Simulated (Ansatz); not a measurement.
A run on `[F][Sn]([F])[Cl]` radical with other settings.

```yaml
crystal:
  periodic: [false, false, false]
  atoms:
    - {symbol: F, position_ang: [-0.930353, -0.513250, 1.457411]}
    - {symbol: Sn, position_ang: [0.240047, 0.444747, 0.288503]}
    - {symbol: F, position_ang: [1.640951, -0.807439, -0.062823]}
    - {symbol: Cl, position_ang: [-0.895146, 0.815543, -1.703392]}
basis:
  gaussian: {orbitals: def2-SVP}
magnetization: {spin_polarized: true, initial_magnetization: 1}
hamiltonian: {xc: {name: LC-wPBE}}
output: {forces: true}
```

```sh
$ ansatz run in.yaml --threads 4 --pin off --events-out ev --progress --plain --max-ram 10444MiB
```

It prints (some lines left out):

```
Functional definition: LC-wPBE
782 factors; their error is unknown
214 factors; integrals over basis functions are off by at most 1.3e-5 eV
mean field evaluation 1: about -23771.0689 eV, gradient 3.5e1 eV
mean field evaluation 2: about -23769.1424 eV, gradient 4.7e1 eV
mean field evaluation 4: about -23775.7036 eV, gradient 1.1e0 eV
mean field evaluation 8: about -23775.7272 eV, gradient 4.4e-2 eV
mean field evaluation 16: about -23775.6934 eV, gradient 2.0e-4 eV
mean field -23775.69335042 eV, -873.7406148840 hartree, gradient 2.0e-5 eV, S^2 0.756069; 0 other end points of the search recorded, 0 dependent functions left out
reference -23775.69335042 eV, -873.7406148842 hartree; 29, 28 occupied and 43, 44 virtual orbitals, 782 factors
Total energy: -23775.69335042 eV, -873.7406148842 hartree
Atom 0 at    -0.930353    -0.513250     1.457411 Å, force    -0.183150    -0.144850     0.175535 eV/Å
Atom 1 at     0.240047     0.444747     0.288503 Å, force    -0.003944     0.330741    -0.070658 eV/Å
Atom 2 at     1.640951    -0.807439    -0.062823 Å, force     0.213717    -0.190286    -0.059047 eV/Å
Atom 3 at    -0.895146     0.815543    -1.703392 Å, force    -0.026623     0.004394    -0.045830 eV/Å
Dipole moment:     0.153546     0.561667     0.151035 e Å
```

Hardware: 4 threads of an Intel Xeon Platinum 8488C on a shared host. Wall time 0.9 s, peak host memory 0.33 GiB.
